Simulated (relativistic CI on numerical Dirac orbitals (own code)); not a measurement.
**Ni2+: resonant inelastic scattering at the L2,3 edge**

Computed with this model: Dirac-Coulomb-Breit CI, KLI orbitals optimised for each configuration, model QED (radiative potential, 1s self-energy scaled to tabulated hydrogen-like ionisation energies), Kramers-Heisenberg scattering through one core-hole configuration in a parametric crystal field, unscaled Slater integrals; configurations [Ar] 3d8 → [He] 2s2 2p5 3s2 3p6 3d9; 300 K; core-hole width 0.24 eV; summed over polarisations. Incident energies are the highest absorption maxima for each field (at most a few, so the weaker spin-orbit partner edge can be absent), on the computed scale of the free ion. Intensities are in per cent of the strongest line above 0.02 eV; levels within 1 cm⁻¹ are merged; final levels count from the ground level, the first row holds all elastic scattering, lines under 0.4 are left out and each table stops after 24 rows. The scale of the Slater integrals is a model choice and moves the terms in proportion.

Field parameters in Wybourne normalisation: Td as Oh with Dq negative (B⁴₀ = 21Dq, B⁴₄ = √(5/14) B⁴₀). The field is a parameter set, without covalency.

S is read from ⟨S²⟩ = S(S + 1).

Td, 10Dq = -1450 cm⁻¹:

| Final level (eV) | Degeneracy | Irrep | S | 854 eV | 854.8 eV | 857.2 eV |
| --- | --- | --- | --- | --- | --- | --- |
| 0.000 | 1 | A1 | 1.00 | 54.9 | 144.9 | 9.3 |
| 0.032 | 3 | T1 | 1.00 | 3.6 | 100.0 | 3.0 |
| 0.074 | 2 | E | 1.00 | 31.5 | 68.5 | 5.6 |
| 0.129 | 3 | T2 | 1.00 | 10.2 | 43.0 | 2.3 |
| 0.273 | 3 | T2 | 1.00 | 13.4 | 10.9 | 8.1 |
| 0.276 | 3 | T1 | 1.00 | 8.3 | 7.0 | 10.6 |
| 0.308 | 1 | A2 | 1.00 | 0.3 | 1.1 | 2.2 |
| 0.346 | 2 | E | 1.00 | 1.9 | 10.0 | 1.3 |
| 0.504 | 3 | T2 | 1.00 | 3.8 | 3.2 | 2.8 |
| 2.180 | 3 | T2 | 0.11 | 0.7 | 0.7 | 6.5 |
| 2.252 | 2 | E | 0.15 | 0.9 | 1.8 | 1.6 |
| 2.665 | 3 | T2 | 0.96 | 0.7 | 21.3 | 1.9 |
| 2.672 | 2 | E | 0.94 | 0.6 | 25.3 | 1.2 |
| 2.758 | 1 | A1 | 1.00 | 0.0 | 0.2 | 0.7 |
| 3.322 | 3 | T2 | 0.00 | 0.0 | 0.7 | 16.2 |
| 3.417 | 3 | T1 | 0.00 | 0.0 | 2.6 | 39.0 |
| 3.421 | 2 | E | 0.00 | 0.0 | 1.5 | 21.3 |
| 3.446 | 1 | A1 | 0.00 | 0.0 | 1.2 | 16.1 |

Td, 10Dq = -3250 cm⁻¹:

| Final level (eV) | Degeneracy | Irrep | S | 854.1 eV | 854.9 eV | 857.3 eV |
| --- | --- | --- | --- | --- | --- | --- |
| 0.000 | 1 | A1 | 1.00 | 69.5 | 101.6 | 8.0 |
| 0.045 | 3 | T1 | 1.00 | 6.1 | 100.0 | 1.3 |
| 0.120 | 2 | E | 1.00 | 30.9 | 50.4 | 5.8 |
| 0.159 | 3 | T2 | 1.00 | 2.8 | 18.7 | 4.3 |
| 0.449 | 3 | T1 | 1.00 | 14.2 | 13.2 | 9.0 |
| 0.457 | 3 | T2 | 1.00 | 15.7 | 22.4 | 5.5 |
| 0.486 | 2 | E | 1.00 | 6.8 | 22.1 | 1.9 |
| 0.494 | 1 | A2 | 1.00 | 0.2 | 0.7 | 2.3 |
| 0.883 | 3 | T2 | 1.00 | 8.0 | 2.0 | 2.6 |
| 2.248 | 3 | T2 | 0.08 | 0.9 | 0.3 | 10.0 |
| 2.363 | 2 | E | 0.13 | 1.0 | 1.9 | 3.5 |
| 2.807 | 3 | T2 | 0.97 | 1.7 | 15.7 | 2.3 |
| 2.816 | 2 | E | 0.95 | 0.8 | 22.9 | 0.8 |
| 2.874 | 3 | T1 | 1.00 | 0.8 | 0.1 | 0.3 |
| 2.906 | 1 | A1 | 1.00 | 0.0 | 0.8 | 2.3 |
| 3.409 | 3 | T2 | 0.00 | 0.0 | 0.3 | 13.9 |
| 3.603 | 3 | T1 | 0.00 | 0.1 | 2.2 | 32.8 |
| 3.649 | 1 | A1 | 0.00 | 0.1 | 1.1 | 13.6 |
| 3.685 | 2 | E | 0.00 | 0.1 | 1.4 | 15.8 |

For the first field the strongest loss at the lowest incident energy is the level at 0.07 eV (S = 1.00, against 1.00 in the thermal ground state). Levels of other spin, the first over 8 % at 3.32 eV, appear because spin-orbit coupling of the core hole, and in heavier ions of the valence shell too, mixes spins.
